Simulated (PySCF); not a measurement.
SiHCl, SMILES Cl[SiH] (connectivity only; charge and spin as stated), neutral, multiplicity 1. Atoms are numbered in the order given.

```xyz
3

Si     0.1114     1.1050     0.0000
H     -1.4186     1.3137     0.0000
Cl    -0.0083    -0.9873     0.0000
```
Charge 0, spin multiplicity 1.

The structure is a stationary point at PBE-D3(BJ)/def2-TZVP. The isomer is the one that the SMILES or the coordinates give; other isomers of the formula were not compared.

Computed with TDA-PBE/def2-TZVPD in PySCF 2.14.0.

Vertical excitations.  State labels are in the subgroup Cs.

Computed lowest excited states:
```csv
state,symmetry,energy (eV),λ (nm),f,main pairs
S1,A",2.65,468,0.016,HOMO→LUMO 96 %
S2,A",4.66,266,0.013,HOMO−1→LUMO 95 %
S3,A',5.19,239,0.015,"HOMO→LUMO+1 75 %, HOMO−2→LUMO 22 %"
S4,A',5.62,221,0.123,"HOMO−2→LUMO 70 %, HOMO→LUMO+1 18 %"
S5,A",5.65,219,0.005,HOMO−3→LUMO 97 %
S6,A',5.96,208,0.097,HOMO→LUMO+2 90 %
S7,A',6.92,179,0.080,"HOMO→LUMO+3 60 %, HOMO→LUMO+6 17 %, HOMO−1→LUMO+1 15 %"
S8,A",7.07,175,0.012,HOMO→LUMO+5 99 %
S9,A',7.09,175,0.036,HOMO→LUMO+4 99 %
S10,A',7.22,172,0.004,HOMO→LUMO+6 81 %
T1,A",1.47,844,0,HOMO→LUMO 98 %
T2,A",4.14,299,0,HOMO−1→LUMO 97 %
T3,A',4.23,293,0,HOMO→LUMO+1 88 %
T4,A',4.35,285,0,HOMO−2→LUMO 90 %
```
Triplets are in the Tamm–Dancoff approximation.
